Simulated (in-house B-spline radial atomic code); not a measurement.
Configurations of N²⁺, with energies counted from [He] 2s2 2p1. All numbers are computed (scalar-relativistic (X2C) LC-wPBE, spin-polarised, spherical fractional occupations, exact exchange averaged over the configuration; Fermi nucleus of rms radius 2.5582 fm) with a radial B-spline atomic code at the basis-set limit, not measured. Shells without spins written out take the highest spin.

```tsv
configuration	E - E(ref) (eV)	highest orbital	its <r> (bohr)
[He] 2s1 2p2	6.3777	2p up	1.122
[He] 2s1 2p1 3s1	35.132	3s up	3.093
[He] 2s1 2p1 3d1	40.64	3d up	3.105
```

**Question.** Order these further configurations by energy, lowest first.
A. [He] 2s2 3s1
B. [He] 2s2 3p1
C. [He] 2s2 3d1

**Answer.** A (27.749 eV), B (30.484 eV), C (33.329 eV).
